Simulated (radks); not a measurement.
Species: the vanadium ion V3+. Configuration: [Ar] 3d2. All-electron calculation, scalar-relativistic Kohn-Sham, PBE, spin-polarised, spherical densities, finite nucleus; open shells are filled with parallel spins first; Fermi nuclear charge, rms radius 3.6002 fm. Program: a radial shooting solver on a logarithmic mesh with Libxc functionals.

Radial electron density D(r) = 4 pi r^2 rho(r):

r (bohr),D(r) (e/bohr),spin D(r)
0.00323,1.003,-0.0000547
0.003672,1.265,-0.0000689
0.004173,1.591,-0.0000867
0.004781,2.022,-0.000110
0.005434,2.526,-0.000138
0.006176,3.142,-0.000171
0.007019,3.890,-0.000212
0.008042,4.853,-0.000264
0.00914,5.938,-0.000323
0.01039,7.217,-0.000392
0.0119,8.803,-0.000478
0.01353,10.52,-0.000571
0.01537,12.44,-0.000675
0.01747,14.54,-0.000790
0.02002,16.93,-0.000921
0.02275,19.24,-0.00105
0.02586,21.51,-0.00118
0.02939,23.61,-0.00131
0.03367,25.48,-0.00145
0.03827,26.74,-0.00157
0.04349,27.39,-0.00170
0.04943,27.34,-0.00184
0.05664,26.53,-0.00202
0.06437,25.20,-0.00223
0.07316,23.59,-0.00245
0.08382,21.96,-0.00259
0.09526,20.97,-0.00237
0.1083,20.85,-0.00131
0.1231,21.78,0.00154
0.141,23.82,0.00828
0.1602,26.26,0.0206
0.1821,28.49,0.0423
0.207,29.71,0.0778
0.2371,29.19,0.136
0.2695,26.74,0.217
0.3063,22.70,0.327
0.3509,17.63,0.480
0.3989,13.25,0.658
0.4533,10.22,0.863
0.5152,8.982,1.09
0.5903,9.359,1.32
0.6709,10.49,1.51
0.7625,11.41,1.63
0.8667,11.42,1.66
0.9929,10.22,1.59
1.128,8.237,1.43
1.283,5.960,1.20
1.458,3.876,0.940
1.67,2.188,0.666
1.898,1.153,0.442
2.157,0.5534,0.268
2.472,0.2305,0.141
2.809,0.09240,0.0680
3.193,0.03355,0.0282
3.629,0.01074,0.00983
4.157,0.002678,0.00257
4.725,0.0005867,0.000577
5.37,0.0001006,0.000100

D(r) has 3 maxima, at r = 0.0460, 0.214, 0.813 bohr, and minima at 0.103, 0.532 bohr, inside which lie 2.13, 10.48 electrons.
